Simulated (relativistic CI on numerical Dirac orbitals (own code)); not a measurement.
## Calculated levels, Ta36+

These numbers are calculated, not measured: Dirac-Coulomb-Breit CI, KLI orbitals optimised for each configuration, model QED (radiative potential, 1s self-energy scaled to tabulated hydrogen-like ionisation energies), unscaled Slater integrals (own radial code, finite nucleus).

CI space (outside the closed core [Ar] 3d10): 4s²4p⁶4d, 4s²4p⁶4f, 4s²4p⁵4d², 4s4p⁶4d², 4s²4p⁵4d4f, 4s4p⁶4d4f, 4s²4p⁶5s, 4s²4p⁶5p, 4s²4p⁶5d, 4s²4p⁵4d5s, 4p⁶4d²4f, 4s²4p⁶5f, 4s²4p⁵4d5p, 4s4p⁶4f5s, 4s²4p⁶5g, 4s4p⁶4d5s, 4s²4p⁵4d5d, 4p⁶4d³, 4p⁵4d⁴, 4p⁵4d³4f, 4p⁶4d4f², 4p⁶4f³, 4p⁵4d²4f², 4p⁵4d4f³, 4p⁶4f²5s, 4s4p⁶4f², 4s4p⁵4f³, 4s4p⁶4f5p, 4s4p⁵4f²5p, 4p⁶4f²5p. Double excitations out of closed p, d and f shells are left out; levels of such configurations are missing from the list, as are those of other unlisted configurations, and high levels can miss mixing partners. These lack a partner that the ground configuration has and come out too high: 4s²4p⁵4d5s, 4s²4p⁵4d5p, 4s²4p⁵4d5d, 4s²4p⁶5d, 4s²4p⁶5f.

The lowest level is 4s²4p⁶4d ²D3/2, with 100 % of that term; Hund's rules for 4s²4p⁶4d give ²D with J = 3/2, in agreement.

| No. | Configuration | Term | J | E (eV) | % | Landé g | Lifetime (s) | jj configuration (%) |
| --- | --- | --- | --- | --- | --- | --- | --- | --- |
| 1 | 4s²4p⁶4d | ²D | 3/2 | 0.000 | 100 | 0.795 |  | 4d3/2 (100) |
| 2 | 4s²4p⁶4d | ²D | 5/2 | 17.697 | 99 | 1.196 | 3.20e-05 | 4d5/2 (99) |
| 3 | 4s²4p⁵4d² | ⁴D° | 3/2 | 148.736 | 48 | 0.999 | 8.84e-10 | 4p3/2^3 4d3/2^2 (96) |
| 4 | 4s²4p⁵4d² | ⁴D° | 1/2 | 148.739 | 87 | 0.102 | 3.42e-10 | 4p3/2^3 4d3/2^2 (87) |
| 5 | 4s²4p⁵4d² | ⁴F° | 5/2 | 152.072 | 37 | 1.026 | 4.52e-10 | 4p3/2^3 4d3/2^2 (93) |
| 6 | 4s²4p⁵4d² | ⁴G° | 7/2 | 153.909 | 34 | 1.023 | 3.08e-08 | 4p3/2^3 4d3/2^2 (97) |
| 7 | 4s²4p⁵4d² | ⁴P° | 3/2 | 161.003 | 30 | 1.362 | 1.94e-09 | 4p3/2^3 4d3/2^2 (90) |
| 8 | 4s²4p⁵4d² | ⁴D° | 5/2 | 163.873 | 48 | 1.298 | 1.05e-08 | 4p3/2^3 4d3/2 4d5/2 (97) |
| 9 | 4s²4p⁵4d² | ⁴G° | 9/2 | 166.843 | 71 | 1.178 | 4.16e-05 | 4p3/2^3 4d3/2 4d5/2 (99) |
| 10 | 4s²4p⁵4d² | ⁴D° | 7/2 | 167.093 | 44 | 1.284 | 2.72e-10 | 4p3/2^3 4d3/2 4d5/2 (92) |
| 11 | 4s²4p⁵4d² | ⁴D° | 3/2 | 169.304 | 40 | 1.073 | 1.12e-10 | 4p3/2^3 4d3/2 4d5/2 (91) |
| 12 | 4s²4p⁵4d² | ⁴P° | 5/2 | 169.785 | 41 | 1.220 | 4.85e-10 | 4p3/2^3 4d3/2 4d5/2 (96) |
| 13 | 4s²4p⁵4d² | ²H° | 11/2 | 170.866 | 55 | 1.169 | 2.63e-03 | 4p3/2^3 4d3/2 4d5/2 (92) |
| 14 | 4s²4p⁵4d² | ²G° | 7/2 | 172.079 | 45 | 1.063 | 3.44e-07 | 4p3/2^3 4d3/2 4d5/2 (98) |
| 15 | 4s²4p⁵4d² | ⁴P° | 1/2 | 174.029 | 35 | 1.662 | 2.88e-08 | 4p3/2^3 4d3/2 4d5/2 (98) |
| 16 | 4s²4p⁵4d² | ²F° | 7/2 | 176.374 | 38 | 1.170 | 1.09e-07 | 4p3/2^3 4d3/2 4d5/2 (95) |
| 17 | 4s²4p⁵4d² | ⁴D° | 5/2 | 176.970 | 40 | 1.208 | 9.49e-11 | 4p3/2^3 4d3/2 4d5/2 (95) |
| 18 | 4s²4p⁵4d² | ²D° | 3/2 | 178.235 | 31 | 1.378 | 3.76e-09 | 4p3/2^3 4d3/2 4d5/2 (95) |
| 19 | 4s²4p⁵4d² | ²G° | 9/2 | 178.907 | 54 | 1.137 | 1.43e-04 | 4p3/2^3 4d3/2 4d5/2 (92) |
| 20 | 4s²4p⁵4d² | ²F° | 5/2 | 183.496 | 53 | 0.880 | 5.38e-12 | 4p3/2^3 4d3/2 4d5/2 (60) |
| 21 | 4s²4p⁵4d² | ⁴G° | 11/2 | 185.141 | 55 | 1.187 | 2.18e-05 | 4p3/2^3 4d5/2^2 (92) |
| 22 | 4s²4p⁵4d² | ²D° | 5/2 | 187.435 | 52 | 1.209 | 1.84e-09 | 4p3/2^3 4d5/2^2 (97) |
| 23 | 4s²4p⁵4d² | ²F° | 7/2 | 187.773 | 43 | 1.217 | 3.61e-11 | 4p3/2^3 4d5/2^2 (83) |
| 24 | 4s²4p⁵4d² | ²D° | 3/2 | 188.785 | 34 | 0.851 | 2.06e-12 | 4p3/2^3 4d3/2 4d5/2 (84) |
| 25 | 4s²4p⁵4d² | ²G° | 9/2 | 190.150 | 49 | 1.158 | 1.35e-05 | 4p3/2^3 4d5/2^2 (91) |
| 26 | 4s²4p⁵4d² | ²P° | 1/2 | 192.382 | 66 | 1.115 | 9.70e-12 | 4p3/2^3 4d5/2^2 (86) |
| 27 | 4s²4p⁵4d² | ²P° | 1/2 | 198.361 | 55 | 0.721 | 1.36e-12 | 4p3/2^3 4d3/2 4d5/2 (71) |
| 28 | 4s²4p⁵4d² | ²F° | 7/2 | 199.048 | 39 | 1.172 | 3.12e-11 | 4p3/2^3 4d5/2^2 (79) |
| 29 | 4s²4p⁵4d² | ²P° | 3/2 | 203.471 | 61 | 1.262 | 8.00e-10 | 4p3/2^3 4d5/2^2 (97) |
| 30 | 4s²4p⁵4d² | ²P° | 3/2 | 211.553 | 41 | 1.365 | 1.59e-12 | 4p3/2^3 4d5/2^2 (84) |

Energies count from the lowest computed level; ° marks odd parity; lifetimes are radiative, by E1, M1, E2, M2, E3 decay to levels of this space only. Filled j subshells are mostly left out of the jj labels.

The mean weight of the leading LS term, summed over parents, in these 30 levels is 51 %, and that of the leading jj configuration (from the same eigenvectors) 91 %, so jj coupling describes them better and the LS labels are nominal.

At this charge energies of transitions that change n are usually good to better than 1 %, and those within a shell (Δn = 0) to a few per cent.

LS names give the leading component of a level, which can be under half, so a name can repeat, a term be missing and a line seem to break the LS rules.
